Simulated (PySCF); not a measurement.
Interval between two levels of Fe by level of theory

Fe [Ar] 3d6 4s2 [5D4, M_J = 4] → Fe [Ar] 3d5 4s2 5s1 [7S3, M_J = 3], as a difference of total energies. Computed with PySCF 2.14 in x2c-SVPall-2c with one added diffuse shell each of s, d type (6s5p4d1f, 48 functions), with the two-component X2C-1e Hamiltonian. Correlated levels: [Ne] frozen; the 6 highest virtual spinors dropped. "Screened" scales the spin-orbit matrix elements by Boettger's factors to mimic the two-electron term; Breit and QED terms are absent.

```json
{"method": "GHF (spin-free)", "interval between two levels (cm⁻¹)": "51163"}
{"method": "GMP2 (spin-free)", "interval between two levels (cm⁻¹)": "61986"}
{"method": "GHF (screened spin-orbit)", "interval between two levels (cm⁻¹)": "51544"}
{"method": "GMP2 (screened spin-orbit)", "interval between two levels (cm⁻¹)": "62375"}
```

The labels give the starting determinants; with spin-orbit coupling the two ends relaxed to ⟨J²⟩ = 20.02, ⟨L²⟩ = 6.01, ⟨S²⟩ = 6.01 and ⟨J²⟩ = 12.00, ⟨L²⟩ = 0.00, ⟨S²⟩ = 12.00.
